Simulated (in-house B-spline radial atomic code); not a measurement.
Configurations of Xe II (Xe+), with energies counted from [Kr] 4d10 5s2 5p5. Level of theory: Dirac-Hartree-Fock, average of configuration, Fermi nucleus of rms radius 4.7859 fm; calculated with a B-spline radial code for spherical atoms. Energies include first-order Breit, QED and recoil terms.

Occupations are held fixed; configurations that lie above the ionisation limit could autoionise.

```tsv
configuration	E - E(ref) (eV)	highest orbital	its <r> (bohr)
[Kr] 4d10 5s2 5p4 6s1	12.165	6s1/2	4.873
[Kr] 4d10 5s2 5p4 6d1	16.99	6d5/2	9.197
[Kr] 4d10 4f1 5s2 5p4	17.401	4f5/2	8.553
[Kr] 4d10 5s2 5p4 7d1	18.475	7d5/2	15.69
[Kr] 4d10 5s2 5p4 5f1	18.636	5f5/2	14.97
[Kr] 4d10 5s2 5p4 7f1	19.731	7f5/2	32.47
[Kr] 4d10 5s2 5p4 8f1	20	8f5/2	43.5
[Kr] 4d10 5s1 5p5 9g1	34.81	9g7/2	55.72
[Kr] 4d9 5s2 5p6	55.643	5p3/2	2.141
[Kr] 4d9 5s2 5p5 6g1	76.575	6g7/2	21.99
```

Order these further configurations by energy, lowest first.
A. [Kr] 4d10 5s1 5p5 5g1
B. [Ar] 3d9 4s2 4p6 4d10 5s2 5p5 7g1
C. [Kr] 4d10 5s2 5p4 9s1
D. [Kr] 4d9 5s2 5p5 8s1
E. [Ar] 3d9 4s2 4p6 4d10 5s2 5p5 7s1

C (19.112 eV), A (33.305 eV), D (75.426 eV), E (688.1 eV), B (691.43 eV).

How far above the reference does [Kr] 4d9 5s2 5p5 9f1 lie?

77.389 eV; its least bound orbital is 9f5/2 with <r> = 55.01 bohr.

How far above the reference does [Kr] 4d10 5s2 5p4 7s1 lie?

16.527 eV; its least bound orbital is 7s1/2 with <r> = 9.536 bohr.

How far above the reference does [Kr] 4d10 5s1 5p5 8f1 lie?

34.604 eV; its least bound orbital is 8f5/2 with <r> = 43.15 bohr.
